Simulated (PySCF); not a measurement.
Isomers of C7H13O2P, mass 160.065 u with the commonest isotopes. Level of theory: PBE0/pcSseg-1 in PySCF (dipole) on a GFN2-xTB geometry, gas phase. One conformer each, none proved a minimum here; rigid rotors.

**Question.** Order these by rotational constant B, smallest first.
A. `[CH3:1][CH2:2][P@@:3]1(=[O:4])[CH2:5][CH:6]=[C:7]([O:8][CH3:9])[CH2:10]1` with C1–C2–P3–O4 52°, C6–C7–O8–C9 -1°, C2–P3–C5–C6 85°, P3–C5–C6–C7 18°, C6–C7–C10–P3 -17°, C2–P3–C10–C7 -85°
B. `[CH3:1][C:2]#[C:3][P@@:4](=[O:5])([OH:6])[C:7]([CH3:8])([CH3:9])[CH3:10]` with C3–P4–O6–H -114°
C. `[CH2:1]=[CH:2][CH2:3][P:4]([CH2:5][CH3:6])[C:7](=[O:8])[O:9][CH3:10]` with C1–C2–C3–P4 107°, C2–C3–P4–C5 55°, C3–P4–C5–C6 176°, C3–P4–C7–O8 119°, P4–C7–O9–C10 -179°

**Answer.** A (709.6 MHz), B (789.3 MHz), C (954.1 MHz).

**Question.** Order these by radius of gyration √(Σ m r²/M), smallest first.
A. `[CH2:1]=[CH:2][CH2:3][P:4]([CH2:5][CH3:6])[C:7](=[O:8])[O:9][CH3:10]` with C1–C2–C3–P4 107°, C2–C3–P4–C5 55°, C3–P4–C5–C6 176°, C3–P4–C7–O8 119°, P4–C7–O9–C10 -179°
B. `[CH3:1][C:2]#[C:3][P@@:4](=[O:5])([OH:6])[C:7]([CH3:8])([CH3:9])[CH3:10]` with C3–P4–O6–H -114°
C. `[CH3:1][CH2:2][P@@:3]1(=[O:4])[CH2:5][CH:6]=[C:7]([O:8][CH3:9])[CH2:10]1` with C1–C2–P3–O4 52°, C6–C7–O8–C9 -1°, C2–P3–C5–C6 85°, P3–C5–C6–C7 18°, C6–C7–C10–P3 -17°, C2–P3–C10–C7 -85°

**Answer.** A (2.236 Å), B (2.291 Å), C (2.333 Å).

**Question.** Order these by rotational constant C, largest first.
A. `[CH2:1]=[CH:2][CH2:3][P:4]([CH2:5][CH3:6])[C:7](=[O:8])[O:9][CH3:10]` with C1–C2–C3–P4 107°, C2–C3–P4–C5 55°, C3–P4–C5–C6 176°, C3–P4–C7–O8 119°, P4–C7–O9–C10 -179°
B. `[CH3:1][C:2]#[C:3][P@@:4](=[O:5])([OH:6])[C:7]([CH3:8])([CH3:9])[CH3:10]` with C3–P4–O6–H -114°
C. `[CH3:1][CH2:2][P@@:3](=[O:4])([OH:5])[C:6]1=[CH:7][CH2:8][CH2:9][CH2:10]1` with C1–C2–P3–O4 64°, C2–P3–O5–H -133°, C2–P3–C6–C7 122°, C6–C7–C8–C9 -12°, C7–C8–C9–C10 19°, C8–C9–C10–C6 -19°, P3–C6–C10–C9 -168°
D. `[CH3:1][CH2:2][P@@:3]1(=[O:4])[CH2:5][CH:6]=[C:7]([O:8][CH3:9])[CH2:10]1` with C1–C2–P3–O4 52°, C6–C7–O8–C9 -1°, C2–P3–C5–C6 85°, P3–C5–C6–C7 18°, C6–C7–C10–P3 -17°, C2–P3–C10–C7 -85°

**Answer.** C (741.7 MHz), A (712.2 MHz), B (692.7 MHz), D (641.1 MHz).

```
                  SMILES  point group  Ia (u·Å²)  Ib (u·Å²)  Ic (u·Å²)      κ  μa (D)  μb (D)  μc (D)
CC#C[P@@](=O)(O)C(C)(C)C           C1     309.69     640.31     729.54  -0.79    1.79    2.28    1.66
  CC[P@@]1(=O)CC=C(OC)C1           C1     242.56     712.18     788.35  -0.90    3.61    1.48    2.74
        C=CCP(CC)C(=O)OC           C1     361.48     529.67     709.58  -0.29    1.20    0.96    0.20
  CC[P@@](=O)(O)C1=CCCC1           C1     287.06     640.23     681.42  -0.91    1.96    1.15    1.82
```
